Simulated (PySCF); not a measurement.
Dipole moment and polarisability of `[BH3-][N+]#CCOC(C)C`

C5H12BNO.
Cartesian coordinates in Å at the PBE0-D3(BJ)/def2-SVP level; atoms count from 1:
```xyz
20
C5H12BNO angstrom
B      3.2736    1.8118   -1.2454
N      2.2393    0.6943   -1.1175
C      1.4522   -0.1377   -1.0037
C      0.4220   -1.1851   -0.8760
O     -0.8590   -0.7408   -1.1328
C     -1.5707   -0.1684   -0.0344
C     -3.0186   -0.1126   -0.4690
C     -1.0273    1.1929    0.3646
H      4.1983    1.3463   -1.8973
H      3.5928    2.1077   -0.1015
H      2.6994    2.7222   -1.8289
H      0.6717   -1.9682   -1.6115
H      0.5288   -1.6355    0.1314
H     -1.4752   -0.8626    0.8260
H     -3.6519    0.2641    0.3467
H     -3.1288    0.5583   -1.3343
H     -3.3728   -1.1116   -0.7592
H      0.0040    1.1454    0.7440
H     -1.6465    1.6234    1.1653
H     -1.0450    1.8804   -0.4948
```

Level: PBE0/def2-SVPD (PySCF), static field, nuclei fixed, core orbitals frozen in the response. The polarisability tensor in these axes (au):

```
x   115.74  18.73  -7.06
y    18.73  96.66  -1.13
z    -7.06  -1.13  76.93
```

Question: Give the principal values, the mean and the anisotropy Δα = √{½[(α1 − α2)² + (α2 − α3)² + (α1 − α3)²]}.

Answer: Principal values 75.33, 85.93 and 128.07 au; mean 96.44 au = 14.29 Å³ = 15.90 × 10⁻⁴⁰ C²·m²/J; Δα = 48.32 au (50 % of the mean).

Question: What is the dipole moment, and where does it point?

Answer: (-5.01, -4.35, 2.02) D, 6.94 D in size, pointing from the negative to the positive side. Measured along this direction, the outermost atoms are H9 at the negative end and H17 at the positive end.

Question: Estimate the molar refractivity from the static electronic polarisability.

Answer: Lorentz–Lorenz: R = (4π/3)N_A α = 2.5225 cm³/(mol·Å³) × 14.29 Å³ = 36.1 cm³/mol, in the limit of long wavelengths.

Question: Refractivity n − 1 of an ideal gas of it at 298.15 K and 1 atm, from the electronic α?

Answer: N = p/kT = 2.4615 × 10¹⁹ cm⁻³, so n − 1 = 2π × N × 14.29 × 10⁻²⁴ cm³ = 2210 × 10⁻⁶ at long wavelengths, for an ideal gas.

Question: Directions of the eigenvectors, and the extent of the frame along each?

Answer: Largest value along (0.85, 0.51, -0.13), where the nuclei span 7.84 Å; middle along (-0.47, 0.84, 0.26), 4.84 Å; least along (0.24, -0.16, 0.96), 2.70 Å. The response follows the extents in order.

Isolated species at its PBE0-D3(BJ)/def2-SVP geometry (one conformer only).
